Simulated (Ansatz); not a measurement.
Geometry optimisation, RKS PBE/def2-SVP (Ansatz).

The input (input.yaml):

```yaml
crystal:
  periodic: [false, false, false]
  atoms:
    - { symbol: Ta, position_ang: [0.0, 0.0, 0.0] }
    - { symbol: F, position_ang: [2.28, 0.0, 0.0] }
    - { symbol: Cl, position_ang: [0.0, 0.0, 2.47] }
    - { symbol: Cl, position_ang: [0.0, 0.0, -2.47] }
    - { symbol: F, position_ang: [-0.965, 1.6714, 0.0] }
    - { symbol: Cl, position_ang: [-1.235, -2.139, 0.0] }
    - { symbol: O, position_ang: [0.7315, -1.8635, 1.1725] }
    - { symbol: Al, position_ang: [0.0236, -3.4918, 1.0465] }
    - { symbol: H, position_ang: [0.7561, -4.5995, 0.228] }
    - { symbol: H, position_ang: [-1.3292, -3.8111, 1.7545] }
    - { symbol: H, position_ang: [1.9139, -1.1026, 0.6938] }
basis:
  gaussian: { orbitals: def2-SVP }
hamiltonian:
  xc: pbe
relax:
  f_tol: 0.15
  max_steps: 25
  restrain:
    - { distance: [0, 6], at: 2.02, k: 30.0 }
    - { distance: [10, 1], at: 0.92, k: 30.0 }
    - { distance: [0, 1], at: 3.13, k: 30.0 }
    - { distance: [10, 6], at: 2.21, k: 30.0 }
```

Run as:

```bash
$ ansatz run input.yaml --threads 4 --pin off --max-ram 5120MiB --backend cpu --events-out ev --progress --plain --runs-dir out
```

Problem. Where does it end, and by what steps?

Solution. It converged. The restraints hold the end off the free minimum; the threshold counts their pulls, which the force column leaves out. Restrained pairs: Ta1–O7 (2.32 → 1.95 Å), F2–H11 (1.35 → 0.93 Å), Ta1–F2 (2.28 → 3.13 Å), O7–H11 (1.49 → 2.20 Å). After 16 steps the energy has fallen by 5.001 eV (the restraints' own energy left out); F5 moved furthest, 1.37 Å.

| step | energy less start (eV) | largest force component (eV/Å) | accepted |
| --- | --- | --- | --- |
| 0 | 0.0000 | 5.855 | yes |
| 1 | -0.0027 | 4.766 | yes |
| 2 | -0.5365 | 5.079 | yes |
| 3 | -1.8112 | 3.597 | yes |
| 4 | -3.0308 | 1.889 | yes |
| 5 | -3.7431 | 1.461 | yes |
| 6 | -4.1566 | 1.323 | yes |
| 7 | -4.4062 | 1.028 | yes |
| 8 | -4.5499 | 1.136 | yes |
| 9 | -4.6369 | 1.202 | yes |
| 10 | -4.7220 | 1.685 | yes |
| 11 | -4.7525 | 2.085 | yes |
| 12 | -4.9192 | 2.117 | yes |
| 13 | -4.8911 | 2.289 | no |
| 14 | -4.9984 | 1.545 | yes |
| 15 | -5.0008 | 1.644 | yes |
| 16 | -5.0011 | 1.769 | yes |

```xyz
11
Properties=species:S:1:pos:R:3
Ta -0.262 -0.286 0.138
F 2.828 -0.107 0.591
Cl 0.175 1.027 1.962
Cl 0.785 0.255 -1.820
F -1.851 0.662 -0.274
Cl -2.056 -2.058 0.082
O 0.675 -1.916 0.670
Al -0.239 -3.493 0.812
H 0.037 -4.510 -0.385
H -0.590 -3.910 2.311
H 2.674 -1.001 0.809
```

The run took 110 s on 4 threads of Arm Neoverse N1 (shared host), peak memory 0.28 GiB.
